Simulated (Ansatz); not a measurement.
Born–Oppenheimer molecular dynamics of Cl2FH3OSi (8 atoms, charge 0, multiplicity 1). It starts at the highest image of a converged band, a first-order saddle point between two minima.

These are results of RKS LDA/def2-mTZVP (Ansatz 0.2.0), not measurements.

```
ensemble                      : NVE (velocity Verlet)
time step                     : 0.5 fs
steps asked                   : 200
starting velocities drawn for : 100 K
seed                          : 3654
```

First frame:

```xyz
8
Properties=species:S:1:pos:R:3
Si -0.384 -0.364 -0.278
O 0.885 0.403 0.690
Cl 0.388 -1.238 -1.946
Cl -0.546 -1.968 1.087
H -1.802 0.055 -0.299
H 0.674 1.347 0.044
F -0.019 1.420 -0.965
H 0.804 0.345 1.666
```

(1) How far do the bonds stretch over the last three quarters of this one trajectory? (Pairs bonded in most of those frames.)

Answers

(1) 
```tsv
bond	mean (Å)	spread (Å)	shortest	longest
Si1–O2	1.668	0.030	1.63	1.75
Si1–Cl3	2.048	0.019	2.02	2.08
Si1–Cl4	2.059	0.009	2.05	2.08
Si1–H5	1.474	0.008	1.46	1.49
O2–H8	0.980	0.010	0.96	0.99
H6–F7	0.971	0.023	0.94	1.04
```

Mean temperature of the second half: 554 K. The conserved energy stayed within 0.029 meV per atom of its start (net change 0.025 meV per atom), so the integration is sound. The kinetic energy rose, since the run started high on the potential surface and went downhill. It ends in pieces (Cl2H2OSi + FH), so much of that is their flight and rotation, not heat. A run of 0.1 ps of so small a system gives no equilibrium averages. The orbitals stay closed-shell, which can raise the energy where a bond breaks towards radicals; this wasn't checked here.

Time of the run: 3.7 min on 4 threads of Arm Neoverse N1, on a shared host, peak memory 0.16 GiB.
